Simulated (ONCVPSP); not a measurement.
**Before and after: ONCV potential for tellurium**

```json
{
 "Element": "tellurium (Te)",
 "Generator": "ONCVPSP 4.0.1",
 "Type": "optimised norm-conserving Vanderbilt (ONCV)",
 "Functional": "PBE",
 "Relativity": "scalar-relativistic",
 "Frozen core": "[Ar] 3d10",
 "Valence charge": "24",
 "Reference configuration": "4s2 4p6 4d10 5s2 5p4",
 "Partial waves": "4s+5s: rc 1.10 bohr, ncon 4, nbas 8, qcut 8.6 1/bohr, 2 projectors; 4p+5p: rc 1.25 bohr, ncon 4, nbas 7, qcut 9.5 1/bohr, 2 projectors; 4d: rc 1.30 bohr, ncon 4, nbas 9, qcut 14.5 1/bohr, 2 projectors, debl 1.7 Ha; f scattering state at 0.08 Ha: rc 1.20 bohr, ncon 4, nbas 7, qcut 9.2 1/bohr, 2 projectors, debl 1.3 Ha",
 "Local potential": "polynomial inside 0.70 bohr (lpopt 1, dvloc0 6 Ha)",
 "Core correction": "Teter function, fcfact 4.75, rcfact 1.35"
}
```

Change: all radii but the core radius scaled by about 1.22 (s 1.34, p 1.52, d 1.58, f 1.46 bohr); local potential polynomial inside 0.86 bohr (lpopt 1, dvloc0 6 Ha).

Cutoffs: the cutoffs (Ha) at which the residual kinetic energy of the hardest occupied pseudo-wave falls to 1 and 0.1 mHa per electron; they do not see the model core or the augmentation charge, which bear on the density cutoff. Errors are all-electron minus pseudo energies relative to the spin-unpolarised reference configuration.

Task: How do hardness, ghosts and transferability respond?

Result: The potential gets softer (56 Ha and 137 Ha → 48 Ha and 68 Ha); of the 4 tests that both files solve, the error grows in 4 and shrinks in 0 by more than 15 % and 0.3 meV (median size 9.3 → 10.8 meV); neither file shows a bound ghost. A larger radius leaves more room for a smooth pseudo-wave, so fewer plane waves are needed. More of the atom is replaced by a form fitted at one configuration, so other configurations suffer.

```csv
quantity,base,changed
"cutoff, loose",56 Ha,48 Ha
"cutoff, tight",137 Ha,68 Ha
loose cutoff by channel,"s 40 Ha, p 26 Ha, d 56 Ha","s 29 Ha, p 29 Ha, d 48 Ha"
bound ghosts,none,none
GHOST(+) flags under 300 eV,s at 250.7 eV,none
"error for 4s2 4p6 4d10 5s2 5p3, meV [ΔE 9.73 eV]",-1.9,-2.2
"error for 4s2 4p6 4d10 5s2 5p2, meV [ΔE 27.65 eV]",-5.9,-6.9
"error for 4s2 4p6 4d10 5s2 5p1, meV [ΔE 54.55 eV]",-13,-15
"error for 4s2 4p6 4d10 5s2 5p0, meV [ΔE 91.04 eV]",-23,-27
"rms error of d²Exc/dni dnj with the model core, mHa",1.06,1.48
```
